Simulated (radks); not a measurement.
Problem. The phosphorus ion P4+, [Ne] 3s1. All-electron calculation, non-relativistic Kohn-Sham, exchange-only LDA, spin-polarised, spherical densities, point nucleus. Program: a radial shooting solver on a logarithmic mesh with Libxc functionals. Every spin shell is full or empty, so the densities are truly spherical. Functionals are evaluated on that one density, not self-consistently. Rank these orbital-free kinetic functionals by their error against the exact value of the orbitals, and give that value: Thomas-Fermi, TF + vW, TF + vW/5, LC94, APBEK, revAPBEK, Perdew 92, Thakkar, PG1, Ernzerhof.

Solution. Exact: 334.948 hartree. From best to worst, with 100 (|E| - |E exact|)/|E exact| (equal figures are ties): Thakkar +0.04, LC94 +0.22, Ernzerhof +0.30, APBEK +0.34, Perdew 92 -0.43, revAPBEK +0.72, TF + vW/5 +5.14, Thomas-Fermi -7.42, PG1 +26.13, TF + vW +55.38.
